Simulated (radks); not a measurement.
Values are calculated unless marked as measured or tabulated.
Mean orbital radii <r> (bohr) of neutral rubidium, [Kr] 5s1, of relativity; Dirac values are averaged over j with weights 2j + 1. Spin-unpolarised spherical Kohn-Sham, PBE, point nucleus unless stated (finite: rms radius 4.2036 fm), a radial shooting solver on a logarithmic mesh with Libxc functionals. A level marked "c x" has the speed of light scaled by that factor.

| shell | non-rel. |
|---|---|
| 1s | 0.04129 |
| 2s | 0.1822 |
| 2p | 0.1569 |
| 3s | 0.5218 |
| 3p | 0.5235 |
| 3d | 0.5236 |
| 4s | 1.484 |
| 4p | 1.733 |
| 5s | 5.331 |

Give the values at the level "Dirac, c x 100".

Answer. 
shell  Dirac, c x 100  change of magnitude (%)
1s            0.04129                    0.00
2s             0.1822                    0.00
2p             0.1569                    0.00
3s             0.5218                    0.00
3p             0.5235                    0.00
3d             0.5236                    0.00
4s              1.484                    0.00
4p              1.733                    0.00
5s              5.331                    0.00
